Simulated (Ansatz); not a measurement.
Reactions of CH$_{6}$BFGeSi (`[CH3][GeH]1[SiH2][B]1F`).

Gas-phase electronic energies from Ansatz, PBE0-D4/def2-TZVP geometries. CCSD(T)/CBS adds triple-zeta CCSD(T) − MP2 to the extrapolated MP2 energy (def2 sets, frozen cores). This one scheme is used for every species, atoms too. For atomizations the MP2-based limit and the directly extrapolated one differ by several kJ/mol either way, and by 10 to 25 for some Ge, Se and Sn compounds, so smaller differences from it don't rank the levels. No spin–orbit coupling; open shells (•) take unrestricted orbitals. Spin–orbit coupling would lower the free atoms: a little for B, C, F, Si; clearly for Ge. Bonds to Ge are less sure, by a few kJ/mol each and by 10 to 20 or more in all where they break to atoms, as the def2 sets lack core-valence functions. Scalar relativity is left out up to krypton. One conformer a species, not always the lowest.

```csv
reaction,CCSD/CBS(def2) (kcal/mol),CCSD(T)/CBS(def2) (kcal/mol)
`[CH3][GeH]1[SiH2][B]1F` → `[F][GeH]1[CH2][B]1[SiH3]`,10.6,10.3
`[CH3][GeH]1[SiH2][B]1F` → `[F][Ge]1([SiH3])[BH][CH2]1`,5.3,5.1
`[CH3][GeH]1[SiH2][B]1F` → `[CH2]` (triplet) + `F[B]1[SiH2][GeH2]1`,108.4,111.4
`[CH3][GeH]1[SiH2][B]1F` + `CO[Si](F)(F)S` → `CO[Si](F)(F)SC` + `F[B]1[SiH2][GeH2]1`,9.8,9.9
`[CH3][GeH]1[SiH2][B]1F` + `CC(N)O` → `CNC(C)O` + `F[B]1[SiH2][GeH2]1`,15.2,15.4
`[CH3][GeH]1[SiH2][B]1F` → B• + C• + F• + Ge• + 6 H• + Si•,865.6,880.0
`[CH3][GeH]1[SiH2][B]1F` + H₂ → `F[B]1[SiH2][GeH2]1` + CH₄,-10.0,-8.8
```

Largest T1 diagnostic: 0.015, for `F[B]1[SiH2][GeH2]1`.
